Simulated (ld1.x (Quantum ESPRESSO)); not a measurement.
Transferability test, RRKJ potential for gallium (Ga)

ld1.x (Quantum ESPRESSO) 7.5 input, shortened:

```
&input
   title='Ga', zed=31., rel=1, dft='PZ', iswitch=3,
   config='[Ar] 3d10 4s1.5 4p1.5'
 /
 &inputp
   pseudotype=2, tm=.false., lloc=0,
   nlcc=.false.
 /
3
4P  2  1   1.50   0.00  2.45  2.45  0.0
3D  3  2  10.00   0.00  1.00  1.00  0.0
4S  1  0   1.50   0.00  1.75  1.75  0.0
 &test
   configts(1)='3d10 4s1.5 4p1.5'
 /
```

Energies are relative to the spin-unpolarised reference configuration 3d10 4s1.5 4p1.5; without spin polarisation the order of configurations can differ from experiment. Spin-polarised rows fill each open shell by Hund’s rule, majority spin first.

Problem. Give the all-electron excitation energy and the error of the potential for: 3d10 4s2 4p1; 3d10 4s2 4p0; 3d10 4s1 4p0; 3d10 4s1 4p1; 3d10 4s2 4p1.3; 3d10 4s0 4p0; 3d9 4s2 4p1; 3d10 4s1.5 4p1.5 (spin-polarised); 3d10 4s2 4p1 (spin-polarised).

Solution.

```csv
valence configuration,charge,ΔE all-electron (eV),error AE − PS (meV)
3d10 4s2 4p1,0,-3.263,+0.1
3d10 4s2 4p0,+1,2.625,-1.4
3d10 4s1 4p0,+2,24.128,+2.6
3d10 4s1 4p1,+1,10.075,-0.5
3d10 4s2 4p1.3,-0.3,-3.841,+0.2
3d10 4s0 4p0,+3,55.728,+16
3d9 4s2 4p1,+1,24.703,-584
3d10 4s1.5 4p1.5 (spin-polarised),0,-0.575,+12
3d10 4s2 4p1 (spin-polarised),0,-3.397,+1.7
```
